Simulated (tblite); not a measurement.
Species: C7H13NOSi.
Structure used (GFN2-xTB), in Å, numbered top down from 1:
```
atom  x, y, z in Å
C1    -2.337    1.346    0.823
C2    -2.119   -0.143    0.575
Si3   -1.192   -0.507   -1.053
C4    -0.812   -2.364   -1.184
C5     0.405    0.497   -1.124
C6     1.411    0.436   -0.237
C7     1.339   -0.446    0.873
N8     1.288   -1.157    1.772
O9     2.522    1.217   -0.382
C10    3.535    1.089    0.591
H11   -1.385    1.869    0.872
H12   -2.864    1.510    1.761
H13   -2.923    1.787    0.020
H14   -3.088   -0.645    0.561
H15   -1.566   -0.565    1.415
H16   -1.989   -0.060   -2.208
H17   -0.236   -2.710   -0.331
H18   -0.243   -2.585   -2.081
H19   -1.727   -2.948   -1.222
H20    0.547    1.197   -1.935
H21    4.321    1.781    0.293
H22    3.171    1.357    1.588
H23    3.936    0.071    0.622
```

Computed with GFN2-xTB (tblite): harmonic, unscaled wavenumbers at the GFN2-xTB geometry, gas phase. Errors from tens to a few hundred cm⁻¹ against measured bands are possible. Modes of hydrogen on silicon can be 10 to 20 % off. One conformer, not necessarily the lowest.

Harmonic wavenumbers (cm⁻¹): 28.0, 44.6, 70.9, 94.4, 98.5, 122.8, 130.1, 153.9, 165.0, 193.3, 222.4, 241.9, 275.7, 303.8, 345.8, 384.8, 608.3, 613.0, 618.3, 648.0, 654.9, 725.4, 737.8, 767.0, 814.6, 823.9, 836.2, 863.2, 981.7, 1022.0, 1031.0, 1077.1, 1127.1, 1150.7, 1169.4, 1241.2, 1290.5, 1297.6, 1370.3, 1410.8, 1418.4, 1467.5, 1476.9, 1478.6, 1483.0, 1486.1, 1511.4, 1512.2, 1602.9, 2179.5, 2359.8, 2938.1, 2954.6, 2974.3, 2987.2, 3017.0, 3027.0, 3033.5, 3035.3, 3043.2, 3045.8, 3048.2, 3068.7.

A = 1556, B = 686.1, C = 646.9 MHz; mass 155.077 u (most abundant isotopes); point group C1, symmetry number 1.

Task: What is the zero-point energy?

Result: Half the sum of the wavenumbers: 39953 cm⁻¹ = 114.23 kcal/mol.

Task: What is S at 400 K and 1 bar for an ideal gas of classical rigid rotors and harmonic oscillators?

Result: Translation 42.51, rotation 31.40, vibration 62.67: S = 136.6 cal/(mol K).

Task: And Cp and H(400 K) − H(0)?

Result: Cp = 61.35 cal/(mol K), of which vibrations give 53.40 (their classical limit is 63 R = 125.2); H(400 K) − H(0) = 15.20 kcal/mol without the zero-point energy, 12.02 from vibrations.

Task: How do the functions run with temperature in this model?

Result: 
```csv
T (K),S (cal/(mol K)),Cp (cal/(mol K)),H − H(0) (kcal/mol),G − H(0) (kcal/mol),ln q(vib)
100,79.8,27.3,1.76,-6.21,3.62
200,102.5,39.2,5.11,-15.39,8.30
300,120.5,50.6,9.60,-26.56,12.51
500,151.3,70.7,21.82,-53.84,20.10
800,189.4,91.1,46.34,-105.14,30.17
1000,210.7,100.2,65.52,-145.19,36.21
```

q(vib) and H(0) count from the zero-point level.

Task: Which modes carry the vibrational entropy at 400 K?

Result: 28.0 cm⁻¹: 6.55; 44.6 cm⁻¹: 5.63; 70.9 cm⁻¹: 4.71; 94.4 cm⁻¹: 4.14; 98.5 cm⁻¹: 4.06; 122.8 cm⁻¹: 3.63 cal/(mol K); the other 57 give 33.96 together.

Hindered rotation and anharmonicity are outside this model. Other conformers, if any are populated, would add a mixing term that is left out. The structure is chiral; the term R ln 2 for an equal mix with its mirror image is left out.
